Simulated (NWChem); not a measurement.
System: CH6FNSi; SMILES C[Si@H](N)F

Parts of the log:

```
             Northwest Computational Chemistry Package (NWChem) 7.3.0
             --------------------------------------------------------

                             Geometry "geometry" -> ""
                             -------------------------

 Output coordinates in angstroms (scale by  1.889725989 to convert to a.u.)

  No.       Tag          Charge          X              Y              Z
 ---- ---------------- ---------- -------------- -------------- --------------
    1 C                    6.0000    -0.03375100    -1.73581600     0.18247400
    2 Si                  14.0000    -0.07085400     0.05258600    -0.32673300
    3 N                    7.0000     1.42761500     0.79906200     0.03793700
    4 F                    9.0000    -1.33325300     0.73508400     0.46242200
    5 H                    1.0000     0.74700900    -2.28639300    -0.36363900
    6 H                    1.0000     0.16922700    -1.83067200     1.26128500
    7 H                    1.0000    -1.00316000    -2.21790800    -0.01538300
    8 H                    1.0000    -0.34657900     0.27153200    -1.77227700
    9 H                    1.0000     1.88321200     0.64339300     0.93013600
   10 H                    1.0000     1.65207700     1.71669600    -0.32945200

 Effective nuclear repulsion energy (a.u.)     180.4538956019

  xc_inp: hfexch multiplicative factor not found.
                              NWChem Property Module
                              ----------------------

  itol2e modified to match energy
  convergence criterion.

                                 NWChem DFT Module
                                 -----------------

 Summary of "ao basis" -> "ao basis" (spherical)
 ------------------------------------------------------------------------------
       Tag                 Description            Shells   Functions and Types
 ---------------- ------------------------------  ------  ---------------------
 C                           6-31g*                  6       14   3s2p1d
 Si                          6-31g*                  8       18   4s3p1d
 N                           6-31g*                  6       14   3s2p1d
 F                           6-31g*                  6       14   3s2p1d
 H                           6-31g*                  2        2   2s

  itol2e modified to match energy
  convergence criterion.

[...]

          -----------------------
          Electric field gradient
          -----------------------

 1 a.u. = 0.324123 10**(16) esu/cm**3  ( or statvolts/cm**2 ) = 0.97174 10**(22) v/m**2

 ------------------------------------------------------------
   Atom      X         Y         Z
 ------------------------------------------------------------
    1 C   -0.06378  -3.28022   0.34483
 ------------------------------------------------------------

 Electric field gradient in molecular frame (a.u.)
         XX             YY             ZZ             XY             XZ             YZ
 ------------------------------------------------------------------------------------------
       -0.043954       0.092237      -0.048282      -0.003320      -0.004217      -0.038672

 Principal components (a.u.) and orientation
 of principal axis w.r.t. absolute frame                      Asymmetry parameter eta
 --------------------------------------------------------------------------------------
        0.102209      -0.059751      -0.042457                       0.169201

       -0.014828       0.297334       0.954658
        0.968527       0.241524      -0.060181
       -0.248467       0.923720      -0.291557

 ------------------------------------------------------------
   Atom      X         Y         Z
 ------------------------------------------------------------
    2 Si  -0.13389   0.09937  -0.61744
 ------------------------------------------------------------

 Electric field gradient in molecular frame (a.u.)
         XX             YY             ZZ             XY             XZ             YZ
 ------------------------------------------------------------------------------------------
       -0.271560       0.184082       0.087478       0.181952       0.258298      -0.285733

 Principal components (a.u.) and orientation
 of principal axis w.r.t. absolute frame                      Asymmetry parameter eta
 --------------------------------------------------------------------------------------
       -0.533429       0.427026       0.106403                       0.601061

        0.769482      -0.052471       0.636509
       -0.394992       0.744060       0.538847
       -0.501875      -0.666049       0.551815

 ------------------------------------------------------------
   Atom      X         Y         Z
 ------------------------------------------------------------
    3 N    2.69780   1.51001   0.07169
 ------------------------------------------------------------

 Electric field gradient in molecular frame (a.u.)
         XX             YY             ZZ             XY             XZ             YZ
 ------------------------------------------------------------------------------------------
        0.189653      -0.090433      -0.099220      -0.362323      -0.460603       0.515860

 Principal components (a.u.) and orientation
 of principal axis w.r.t. absolute frame                      Asymmetry parameter eta
 --------------------------------------------------------------------------------------
        0.899727      -0.621353      -0.278375                       0.381202

        0.635190      -0.145856       0.758459
       -0.526727       0.636411       0.563506
       -0.564883      -0.757434       0.327415

 ------------------------------------------------------------
   Atom      X         Y         Z
 ------------------------------------------------------------
    4 F   -2.51948   1.38911   0.87385
 ------------------------------------------------------------

[...]
```

Level: Hartree-Fock/6-31G* (spherical d). Coordinates come from a PBE0/def2-SVP optimisation. NWChem prints the field gradient with the sign opposite to the second derivative of the potential.

Question: Which NWChem input produces such a log?

Answer: One answer among several that fit: the input that was run:
```
start job
memory heap 200 mb stack 900 mb global 1100 mb
geometry units angstroms noautosym nocenter noautoz
  C     -0.033751    -1.735816     0.182474
  Si    -0.070854     0.052586    -0.326733
  N      1.427615     0.799062     0.037937
  F     -1.333253     0.735084     0.462422
  H      0.747009    -2.286393    -0.363639
  H      0.169227    -1.830672     1.261285
  H     -1.003160    -2.217908    -0.015383
  H     -0.346579     0.271532    -1.772277
  H      1.883212     0.643393     0.930136
  H      1.652077     1.716696    -0.329452
end
basis spherical
  * library 6-31g*
end
dft
  xc hfexch
  iterations 150
end
property
  efieldgrad
end
task dft property
```
